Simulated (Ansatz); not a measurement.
Si(iPr)H3 (C3H10Si). Total charge 0; singlet. Geometry PBE0-D4/def2-SVP.

| atom | x (Å) | y (Å) | z (Å) |
| --- | --- | --- | --- |
| C1 | -0.251 | -0.168 | 0.335 |
| C2 | -1.169 | -0.516 | -0.837 |
| C3 | -0.332 | 1.315 | 0.701 |
| Si4 | 1.538 | -0.691 | -0.012 |
| H5 | -0.567 | -0.762 | 1.214 |
| H6 | -1.151 | -1.591 | -1.074 |
| H7 | -0.877 | 0.030 | -1.750 |
| H8 | -2.215 | -0.242 | -0.616 |
| H9 | -1.367 | 1.607 | 0.945 |
| H10 | 0.296 | 1.563 | 1.571 |
| H11 | -0.003 | 1.951 | -0.138 |
| H12 | 1.609 | -2.149 | -0.348 |
| H13 | 2.406 | -0.433 | 1.180 |
| H14 | 2.083 | 0.087 | -1.171 |

Another isomer (singlet) lies 1.02 eV lower at PBE0-D4/def2-TZVP; other spin states weren't run for this one.

**Question.** Estimate the orbital energies around the gap (eV) in Ansatz with PBE-D4/def2-SVP, PBE-D4/def2-TZVP, revPBE-D4/def2-TZVP, r2SCAN-D4/def2-TZVP, PBE0-D4/def2-SVP.

**Answer.** 
| orbital | PBE-D4/def2-SVP | PBE-D4/def2-TZVP | revPBE-D4/def2-TZVP | r2SCAN-D4/def2-TZVP | PBE0-D4/def2-SVP |
| --- | --- | --- | --- | --- | --- |
| HOMO−9 | -12.57 | -12.65 | -12.61 | -13.16 | -14.43 |
| HOMO−8 | -11.02 | -11.10 | -11.05 | -11.53 | -12.71 |
| HOMO−7 | -10.33 | -10.40 | -10.36 | -10.82 | -11.96 |
| HOMO−6 | -9.96 | -10.02 | -9.98 | -10.40 | -11.55 |
| HOMO−5 | -9.24 | -9.33 | -9.30 | -9.70 | -10.80 |
| HOMO−4 | -8.35 | -8.41 | -8.38 | -8.75 | -9.79 |
| HOMO−3 | -8.31 | -8.36 | -8.33 | -8.68 | -9.77 |
| HOMO−2 | -7.93 | -7.99 | -7.96 | -8.33 | -9.31 |
| HOMO−1 | -7.84 | -7.90 | -7.88 | -8.23 | -9.21 |
| HOMO | -6.83 | -6.87 | -6.83 | -7.11 | -8.11 |
| LUMO | 0.30 | -0.13 | -0.02 | 0.37 | 1.14 |
| LUMO+1 | 1.01 | 0.55 | 0.64 | 1.05 | 1.88 |
| LUMO+2 | 1.04 | 0.67 | 0.77 | 1.09 | 1.92 |
| LUMO+3 | 1.75 | 0.91 | 0.99 | 1.61 | 2.66 |
| LUMO+4 | 2.12 | 1.41 | 1.48 | 2.11 | 3.04 |
| LUMO+5 | 2.35 | 1.71 | 1.78 | 2.45 | 3.33 |
